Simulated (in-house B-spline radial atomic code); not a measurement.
## RPA and G0W0 on Hartree-Fock: Sr²⁶⁺

Configuration [Ne] 3s2, mean-field start Hartree-Fock. Computed with a B-spline radial code for spherical atoms: all electrons, non-relativistic, point nucleus, each spin shell either full or empty, empty states to l = 9 with an (l + 1/2)⁻⁴ tail; G0W0 by contour deformation at full frequency.

Without relativity these are model numbers: it shifts the levels of so heavy an element strongly and can reorder them.

Command:
```bash
python run_gw.py task.json out
```
Settings (radii: box in bohr, nucleus in fm):
```
Z                        38
electrons                12
configuration            [Ne] 3s2
hamiltonian              nr
method                   hf
lmax                     9
spin_polarised           False
box_radius               3.38
intervals                46
ion_configuration        [Ne] 3s1
```

Time taken, with all properties: 2.6 s on 1 thread of Arm Neoverse N1 (shared host).

Energies (hartree):

```tsv
term	value
mean-field total	-2668.40452
Hartree-Fock functional on these orbitals	-2668.40452
direct second order	-0.90027
second-order exchange	0.33459
SOSEX correction	0.31238
```

(1) What is the RPA correlation energy, and what remains with SOSEX?

Quasi-particle levels (eV):

```
level  occupied  mean field  Σx - vxc     Σc  QP weight       G0W0
   3s       yes    -1305.63      0.00      ?          ?          ?
   2p       yes    -3195.76      0.00   3.34      0.994   -3192.42
   2s       yes    -3386.80      0.00  -5.14      0.851   -3391.94
   1s       yes   -17151.82      0.00  22.71      0.990  -17129.11
   3p        no    -1200.66      0.00  -2.69      0.984   -1203.35
```

G0W0 = mean field + (Σx - vxc) + Σc, with Σc (partial-wave tail included) taken at the quasi-particle energy.

(2) Where does G0W0 put 3s?

(3) What does it cost to remove one electron (to [Ne] 3s1) by differences of total energies, each species on its own start (correlation terms add to the Hartree-Fock functional)?

## Answers

(1) RPA gives -0.84092 hartree (-1.91 eV per electron); RPA + SOSEX gives -0.52854, and the second-order doubles (MP2) -0.56568 hartree. SOSEX takes back 37 % of the RPA value.

(2) At -1310.20 eV, with Σc = -4.57 eV and a quasi-particle weight of 0.985. The tabulated removal energy is 1333.4 ± 1.9 eV (NIST, semi-empirical); the calculation leaves out relativity, Breit and QED terms, and what these don't explain is the method's own error.

(3) Hartree-Fock functional 1305.45 eV, + RPA 1309.46 eV, + RPA + SOSEX 1308.31 eV, + second order 1308.90 eV. Tabulated: 1333.4 ± 1.9 eV (NIST, semi-empirical); the calculation leaves out relativity, Breit and QED terms, and what these don't explain is the method's own error.
